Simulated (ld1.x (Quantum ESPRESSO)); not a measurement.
# An all-electron radial function and its pseudo partner (sulfur)

Columns: radius, all-electron u(r) and pseudo u(r) of the 3s shell (level -17.28 eV) of sulfur in the configuration [Ne] 3s2 3p4; LDA (PZ), scalar-relativistic, ultrasoft scheme, ld1.x (Quantum ESPRESSO) 7.5.

```json
{"r (bohr)": "0.080", "all-electron": "0.1729", "pseudo": "0.0841"}
{"r (bohr)": "0.160", "all-electron": "-0.1165", "pseudo": "0.1673"}
{"r (bohr)": "0.240", "all-electron": "-0.3389", "pseudo": "0.2486"}
{"r (bohr)": "0.320", "all-electron": "-0.4125", "pseudo": "0.3271"}
{"r (bohr)": "0.400", "all-electron": "-0.3662", "pseudo": "0.4019"}
{"r (bohr)": "0.480", "all-electron": "-0.2454", "pseudo": "0.4724"}
{"r (bohr)": "0.560", "all-electron": "-0.0879", "pseudo": "0.5379"}
{"r (bohr)": "0.640", "all-electron": "0.0801", "pseudo": "0.5978"}
{"r (bohr)": "0.720", "all-electron": "0.2418", "pseudo": "0.6517"}
{"r (bohr)": "0.800", "all-electron": "0.3877", "pseudo": "0.6993"}
{"r (bohr)": "0.880", "all-electron": "0.5129", "pseudo": "0.7403"}
{"r (bohr)": "0.960", "all-electron": "0.6159", "pseudo": "0.7746"}
{"r (bohr)": "1.040", "all-electron": "0.6971", "pseudo": "0.8022"}
{"r (bohr)": "1.120", "all-electron": "0.7578", "pseudo": "0.8231"}
{"r (bohr)": "1.200", "all-electron": "0.8000", "pseudo": "0.8373"}
{"r (bohr)": "1.280", "all-electron": "0.8262", "pseudo": "0.8451"}
{"r (bohr)": "1.360", "all-electron": "0.8385", "pseudo": "0.8465"}
{"r (bohr)": "1.440", "all-electron": "0.8393", "pseudo": "0.8418"}
{"r (bohr)": "1.520", "all-electron": "0.8307", "pseudo": "0.8310"}
{"r (bohr)": "1.600", "all-electron": "0.8145", "pseudo": "0.8145"}
{"r (bohr)": "1.680", "all-electron": "0.7924", "pseudo": "0.7924"}
{"r (bohr)": "1.760", "all-electron": "0.7659", "pseudo": "0.7659"}
{"r (bohr)": "1.840", "all-electron": "0.7360", "pseudo": "0.7360"}
{"r (bohr)": "1.920", "all-electron": "0.7040", "pseudo": "0.7040"}
{"r (bohr)": "2.000", "all-electron": "0.6705", "pseudo": "0.6705"}
{"r (bohr)": "2.080", "all-electron": "0.6363", "pseudo": "0.6363"}
```

How many radial nodes do the two functions have?

The all-electron 3s function has n − l − 1 = 2; the pseudo-wave has 0, since the states of the same l below it are removed with the core.

At about which radius was the pseudo-wave matched?

1.60 bohr, where the columns begin to agree (steps of 0.08 bohr).

Is the pseudo-wave norm-conserving?

No, it belongs to an ultrasoft set: the norm inside the radius is not constrained, and the difference is carried by the augmentation charge.
